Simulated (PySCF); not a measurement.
Compound: C5H10OSi.
Numbering: `[CH3:1][O:2][SiH:3]1[CH2:4][CH:5]=[CH:6][CH2:7]1` (hydrogens: H8, H9, H10 on C1; H11 on Si3; H12, H13 on C4; H14 on C5; H15 on C6; H16, H17 on C7)

The geometry is computed with GFN2-xTB (gas phase).

Task: List the bond lengths, angles and torsions at this level.

Result: 
```
                bond  length (pm)   order
               C1–O2        139.6  single
              O2–Si3        162.6  single
              Si3–C4        190.9  single
        C4–C5, C6–C7        150.0  single
               C5=C6        132.1  double
              Si3–C7        189.5  single
C1–H8, C1–H9, C1–H10        109.1  single
             Si3–H11        147.0  single
      C4–H12, C7–H17        109.2  single
      C4–H13, C7–H16        109.0  single
      C5–H14, C6–H15        108.1  single
```

Bonds in one row agree within 1 pm and their mean is given. Orders are formal, as drawn. A selection of angles:
```
     angle  degrees
  O2–C1–H8    111.0
  O2–C1–H9    108.0
  H8–C1–H9    109.3
 C1–O2–Si3    128.0
 O2–Si3–C4    117.1
 O2–Si3–C7    106.7
O2–Si3–H11    111.1
 C4–Si3–C7     94.1
C4–Si3–H11    111.3
C7–Si3–H11    115.7
 Si3–C4–C5    103.4
Si3–C4–H12    113.7
Si3–C4–H13    114.4
 C5–C4–H12    109.4
 C5–C4–H13    109.7
H12–C4–H13    106.2
  C4–C5–C6    119.1
 C4–C5–H14    118.4
 C6–C5–H14    122.5
H16–C7–H17    106.6
```

Torsions: C1–O2–Si3–C4 76° (synclinal); O2–Si3–C4–C5 115° (anticlinal); Si3–C4–C5–C6 -3° (synperiplanar); C4–C5–C6–C7 0° (synperiplanar); C5–C6–C7–Si3 3° (synperiplanar); O2–Si3–C7–C6 -124° (anticlinal). The mirror-image conformer, all signs reversed, is as good.

The 5-membered ring Si3–C4–C5–C6–C7 has internal angles of 94.1° to 119.4° (sum 540°, against 540° for a flat polygon); it is almost planar, 0.02 Å rms from its mean plane, widest ring torsion 4°. The 3 C–C bonds span 1.321 Å (C5=C6, drawn double) to 1.501 Å (C4–C5, drawn single), a spread of 0.180 Å. Si3 (oxygen-bound silicon) has angles from 94.1° to 117.1°.

Point group: C1 (no symmetry element, even within 0.4 Å). Whether it is a minimum is left open (no frequencies). The numbers are those of one conformer.
